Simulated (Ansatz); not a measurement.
C₂H₁₀GeSi, SMILES `C[SiH2][CH2][GeH3]`, relaxed with RKS PBE0-D4/def2-TZVP in Ansatz from a PBE-D4/def2-SVP geometry. The force threshold is 0.005 eV/Å; the program also tests the step.

The species carries charge 0 and has multiplicity 1.

Start:

```xyz
14

C    -1.126    1.164   -1.244
Si   -1.288   -0.097    0.155
C     0.286   -0.187    1.207
Ge    1.880   -0.845    0.246
H    -0.300    0.900   -1.935
H    -2.064    1.217   -1.833
H    -0.921    2.176   -0.838
H    -1.566   -1.464   -0.420
H    -2.462    0.275    1.028
H     0.111   -0.869    2.066
H     0.515    0.814    1.628
H     1.598   -2.263   -0.321
H     3.106   -0.919    1.196
H     2.232    0.099   -0.936
```

```csv
step,energy (eV),largest force (eV/Å),largest move (Å)
1,-66621.2911,0.454,0.000
2,-66621.3319,0.130,0.033
3,-66621.3355,0.023,0.011
4,-66621.3356,0.008,0.005
5,-66621.3357,0.004,0.012
6,-66621.3357,0.007,0.011
7,-66621.3358,0.006,0.015
8,-66621.3359,0.009,0.031
9,-66621.3359,0.018,0.037
10,-66621.3360,0.022,0.031
11,-66621.3361,0.020,0.021
12,-66621.3361,0.011,0.015
13,-66621.3361,0.005,0.010
14,-66621.3361,0.002,0.009
15,-66621.3362,0.002,0.017
16,-66621.3362,0.002,0.005
```

End:

```xyz
14

C    -1.095    1.095   -1.251
Si   -1.289   -0.089    0.184
C     0.272   -0.193    1.211
Ge    1.856   -0.790    0.229
H    -0.308    0.766   -1.934
H    -2.025    1.168   -1.820
H    -0.836    2.097   -0.898
H    -1.619   -1.449   -0.329
H    -2.425    0.356    1.042
H     0.111   -0.889    2.041
H     0.493    0.784    1.650
H     1.565   -2.120   -0.489
H     3.043   -0.994    1.189
H     2.257    0.258   -0.825
```

Run time 22 s (2 threads of an AMD EPYC 7R13 on a shared host and a share of an NVIDIA H100 80 GB); peak host memory 0.91 GiB.
